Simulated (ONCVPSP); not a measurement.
How hard is this tin ONCV potential?

ONCVPSP 4.0.1 input, shortened (lines: element, Z, core and valence counts, functional; n l f; lmax; l rc ep ncon nbas qcut; lloc lpopt rc5 dvloc0; l nproj debl; icmod fcfact rcfact), PBE, fully relativistic:

```
  Sn 50.00    6    5        4      upf
    1    0    2.00
    2    0    2.00
    2    1    6.00
    3    0    2.00
    3    1    6.00
    3    2   10.00
    4    0    2.00
    4    1    6.00
    4    2   10.00
    5    0    2.00
    5    1    2.00
    2
    0    1.55    0.00    3    7    9.80
    1    1.75    0.00    4    7    6.40
    2    1.45    0.00    4    9    9.10
    4    5    0.95    2.00
    0    2    3.80
    1    2    3.70
    2    2    2.60
    3    2.75    1.20
```

Open shells are filled in proportion to 2j + 1.

Question: For each optimised wave give the share of its norm inside rc, the residual kinetic energy above qcut (Ha) and the cutoffs (Ha) for errors of 10, 1, 0.1 and 0.01 mHa per electron.

Answer:

| wave | norm inside rc | residual KE | 10 mHa | 1 mHa | 0.1 mHa | 0.01 mHa |
| --- | --- | --- | --- | --- | --- | --- |
| 4s | 0.985 | 5.6e-08 | 21.9 | 29.4 | 35.4 | 39.9 |
| 5s | 0.135 | 5.0e-08 | 17.9 | 27.5 | 34.2 | 39.3 |
| 4p j=3/2 | 0.986 | 4.2e-04 | 15.9 | 19.4 | 40.1 | 51.2 |
| 5p j=3/2 | 0.079 | 1.3e-04 | 12.9 | 17.3 | 20.9 | 35.8 |
| 4p j=1/2 | 0.989 | 5.8e-04 | 16.3 | 19.8 | 42.6 | 52.9 |
| 5p j=1/2 | 0.096 | 2.4e-04 | 13.8 | 18.2 | 23.3 | 52.3 |
| 4d j=5/2 | 0.804 | 4.8e-05 | 28.9 | 34.9 | 39.7 | 100.9 |
| d projector 2 j=5/2 | 0.060 | 3.7e-05 | 26.0 | 33.5 | 39.1 | 55.4 |
| 4d j=3/2 | 0.813 | 5.4e-05 | 29.2 | 35.1 | 40.0 | 104.9 |
| d projector 2 j=3/2 | 0.060 | 4.2e-05 | 26.2 | 33.8 | 39.4 | 56.9 |

The occupied waves need 35 Ha and 43 Ha for 1 and 0.1 mHa. Note: ghosts flagged at negative energy: p3/2 at -73.1 eV; GHOST(+) flagged for s at 226.4 eV. A true bound ghost makes a file unfit for plane-wave use.
